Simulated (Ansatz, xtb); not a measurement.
# Relative energy of two isomers of C5H7BS

Structure a: `Bc1cc(C)cs1`, a singlet. Structure b: `CBc1cccs1`, a singlet. Both are isolated molecules in the gas phase, relaxed with PBE0-D3(BJ)/def2-SVP; the shapes shown needn't be the lowest conformers.

a (Å):

```xyz
14

C    -1.5683    2.0293    0.6671
C    -0.4140    1.3372    0.3168
C    -0.0759    0.2710    1.1844
C     1.1162   -0.6190    1.0202
C    -1.0019    0.1647    2.2084
B    -2.2202    3.2135   -0.0264
S    -2.2384    1.3292    2.1080
H    -3.2339    3.7086    0.4077
H    -1.7095    3.6604   -1.0275
H     0.1724    1.6109   -0.5633
H     2.0520   -0.0388    1.0461
H     1.1662   -1.3742    1.8165
H     1.0873   -1.1481    0.0547
H    -0.9904   -0.5659    3.0183
```

b (Å):

```csv
atom,x (Å),y (Å),z (Å)
C,-2.7219,-0.8640,0.3634
C,-0.3455,0.4697,0.5156
C,-0.0557,0.6836,-0.8267
C,1.1545,1.3746,-1.0496
C,1.7934,1.6908,0.1318
B,-1.5414,-0.2297,1.1716
S,0.9212,1.1469,1.4887
H,-2.8146,-1.9319,0.6305
H,-2.6531,-0.7826,-0.7309
H,-3.6737,-0.4082,0.6898
H,-1.5656,-0.2892,2.3847
H,-0.7152,0.3404,-1.6260
H,1.5493,1.6332,-2.0332
H,2.7395,2.2193,0.2504
```

Quicker runs give these differences E(b) − E(a): GFN2-xTB +0.267 eV; HF/STO-3G −0.257 eV (at GFN2-xTB geometries); r2SCAN-D4/def2-SVP −0.368 eV (at GFN2-xTB geometries).

Q: Estimate E(b) − E(a) at the level CCSD(T)/def2-SVP + ΔMP2/def2-TZVPP.

A: Calculated at CCSD(T)/def2-SVP + ΔMP2/def2-TZVPP: E(b) − E(a) = −0.372 eV, so structure b lies lower.

How the difference moves with the method:

```csv
level,geometry,E(b) − E(a) (eV),departure from the last row (eV),"job, with rough time for the two"
GFN2-xTB,GFN2-xTB,+0.267,+0.639,"optimisation, 0.2 s"
HF/STO-3G,GFN2-xTB,−0.257,+0.115,"single point, 0.36 s"
r2SCAN-D4/def2-SVP,GFN2-xTB,−0.368,+0.004,"single point, 3.7 s"
PBE0-D3(BJ)/def2-SVP,PBE0-D3(BJ)/def2-SVP,−0.385,−0.013,"optimisation, 74 s"
HF/def2-SVP,PBE0-D3(BJ)/def2-SVP,−0.350,+0.022,part of the CCSD(T) run
MP2/def2-SVP,PBE0-D3(BJ)/def2-SVP,−0.321,+0.051,part of the CCSD(T) run
CCSD(T)/def2-SVP,PBE0-D3(BJ)/def2-SVP,−0.325,+0.047,single point
CCSD(T)/def2-SVP + ΔMP2/def2-TZVPP,PBE0-D3(BJ)/def2-SVP,−0.372,,"single point, 52 s"
```

As drawn, b has 1 C–B, 1 C–H in place of 1 C–C, 1 B–H.

GFN2-xTB puts the two in the other order. The largest departure from CCSD(T)/def2-SVP + ΔMP2/def2-TZVPP is that of GFN2-xTB, 0.639 eV. The last row adds to CCSD(T) the change of the MP2 difference between the two basis sets, here −0.047 eV.

With thermal terms from frequencies at re-optimised GFN2-xTB minima (ideal gas, soft modes damped towards free rotors, one conformer each, 298.15 K, 1 atm): on the last row, ΔE + ΔZPE = −0.346, ΔH = −0.344, ΔG = −0.362 eV.

The correlated steps freeze 11 core orbitals. Codes used: Ansatz 0.2.0, xtb 6.7.1; the last row on 4 threads of Arm Neoverse V1 on a shared host.
